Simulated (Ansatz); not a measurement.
CH5AlS2. Charge 0, multiplicity 1. The bonds changed during the relaxation, so this is another structure than the one it started from. All single points use the PBE0-D4/def2-TZVP geometry. It is one conformer, not always the lowest.

```xyz
9

C     1.272   -0.429   -0.306
Al   -0.438    0.422   -0.697
S    -2.318   -0.657   -0.080
S    -1.754    0.783    1.317
H     2.029    0.306   -0.020
H     1.192   -1.169    0.495
H     1.650   -0.948   -1.193
H    -0.642    1.655   -1.665
H    -0.993    0.038    2.148
```

(1) What is the dipole moment at B3LYP/def2-TZVPP? (Estimate.)

(2) And with PBE, r2SCAN, ωB97M-V? (An estimate is asked.)

(3) Give the Mulliken charges with B3LYP, ωB97M-V, r2SCAN in def2-TZVPP. (Best estimate.)

Answers

(1) Computed: 1.75 D, with components (1.10, -0.17, 1.36) D in this frame, pointing from negative to positive charge.

(2) Computed: PBE 1.78 D, r2SCAN 1.83 D, ωB97M-V 1.77 D.

(3) Ansatz gave: 
```
atom  B3LYP  ωB97M-V  r2SCAN
  C1  -0.45    -0.53   -0.39
 Al2   0.47     0.43    0.52
  S3  -0.24    -0.21   -0.26
  S4  -0.03    -0.03   -0.01
  H5   0.09     0.11    0.07
  H6   0.09     0.10    0.06
  H7   0.09     0.11    0.07
  H8  -0.16    -0.13   -0.18
  H9   0.13     0.14    0.12
```

B3LYP here is the variant with VWN-RPA as its local correlation; programs differ in this.
